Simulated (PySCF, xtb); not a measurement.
Si(F)(OH)3 (FH3O3Si), SMILES O[Si](O)(O)F. One conformer was computed; it need not be the lowest.

Harmonic wavenumbers (cm⁻¹) from xtb 6.7.1 with GFN2-xTB at its own minimum, in rising order: 191, 192, 263, 277, 278, 307, 307, 316, 755, 829, 841, 841, 896, 1008, 1009, 3690, 3691, 3692.

Task: What does TPSSh-D3(BJ)/def2-SVP in PySCF give at its own minimum? (Estimate from the structure and the level; the computed values follow.)

Result: 112, 112, 245, 295, 295, 357, 357, 368, 755, 795, 796, 807, 943, 1009, 1009, 3849, 3849, 3851. Paired by order, the mean absolute difference is 56 cm⁻¹ and the zero-point energies are 27.7 and 28.3 kcal/mol.
